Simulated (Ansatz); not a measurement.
A nudged elastic band was laid between two geometries of Cl3FH2NTa + H3P (12 atoms, charge 0, multiplicity 1).

All numbers below come from RHF/def2-SVP in Ansatz 0.2.0.

```json
{
 "movable images": "5",
 "climbing image": "yes",
 "spring": "5.0 eV/Å²",
 "optimiser": "quadratic models (default)",
 "start path": "through a guess of the saddle point",
 "force threshold": "0.03 eV/Å",
 "iteration limit": "60",
 "end points": "relaxed"
}
```

First end point:

```xyz
12
Properties=species:S:1:pos:R:3
Ta -0.122 0.712 0.085
N 1.790 0.451 -0.093
H 2.344 0.100 0.671
H 2.336 0.643 -0.913
F 0.140 0.065 1.832
Cl -0.128 1.476 -2.147
Cl -0.907 2.733 0.918
Cl -1.571 -1.046 -0.370
P 1.824 -4.087 -1.566
H 0.989 -4.116 -0.428
H 0.867 -3.491 -2.417
H 2.466 -2.875 -1.224
```

Last end point:

```xyz
12
Properties=species:S:1:pos:R:3
Ta -0.033 -0.478 -0.327
N 2.270 0.062 -0.222
H 2.537 0.139 0.749
H 2.466 0.952 -0.654
F 0.390 -1.146 1.381
Cl 0.130 0.214 -2.579
Cl -0.067 1.771 0.506
Cl -2.248 -1.089 -0.305
P 1.069 -2.702 -1.151
H 0.464 -3.541 -0.191
H 0.186 -2.984 -2.212
H 2.864 -0.632 -0.648
```

**Question.** Which bonds break or form, and what moves?

**Answer.** Bonds broken: P9–H12. Bonds formed: Ta1–P9, N2–H12. Cl3FH2NTa + H3P becomes Cl3FH5NPTa.

**Question.** Give the energies along the band, and the barrier.

**Answer.** It converged. The highest image is number 4 of 0 to 6, 1.83 eV above the first end and 1.81 eV above the last; the last end lies 0.03 eV above the first. The profile has 2 maxima (images 2, 4) with wells between them (image 3): this band takes more than one step, which may be the mechanism or a detour left from its start path. A structure lower than the first end lies on the path between it and the top, so the climb from that side starts below the end, which may itself be a saddle point or a shallow side well. Neighbouring images differ by up to 1.8 eV, so the band resolves the path poorly. A vibrational analysis at the climbing image gives one clearly imaginary mode, 1817i cm⁻¹: a first-order saddle point. The orbitals stay closed-shell, which can raise the energy where a bond breaks towards radicals; this wasn't checked here.

| image | path coordinate (Å) | energy (eV) | P9–H12 (Å) | Ta1–P9 (Å) | N2–H12 (Å) |
| --- | --- | --- | --- | --- | --- |
| 0 | 0.00 | 0.00 | 1.41 | 5.44 | 3.58 |
| 1 | 1.25 | 0.06 | 1.41 | 4.68 | 3.04 |
| 2 | 2.50 | 0.29 | 1.41 | 4.07 | 2.90 |
| 3 | 3.76 | -0.01 | 1.40 | 2.83 | 2.92 |
| 4 | 5.01 | 1.83 | 1.63 | 2.74 | 1.43 |
| 5 | 5.81 | 0.31 | 2.26 | 2.68 | 1.02 |
| 6 | 6.62 | 0.03 | 2.79 | 2.62 | 1.01 |

**Question.** What is the geometry of the highest image?

**Answer.** 
```xyz
12
Properties=species:S:1:pos:R:3
Ta -0.050 -0.157 -0.176
N 2.103 -0.004 -0.286
H 2.563 0.094 0.607
H 2.500 0.664 -0.928
F 0.381 -0.934 1.483
Cl -0.001 0.433 -2.461
Cl -0.402 1.987 0.677
Cl -2.197 -1.071 -0.212
P 1.090 -2.489 -1.045
H 0.991 -3.619 -0.225
H 0.833 -2.987 -2.327
H 2.218 -1.352 -0.759
```

The band took 43 iterations and of the order of 28 core-minutes.

The run took 7.9 min on 4 threads of Intel(R) Xeon(R) Platinum 8375C CPU @ 2.90GHz (Ice Lake), with other jobs on the host, peak memory 0.59 GiB.
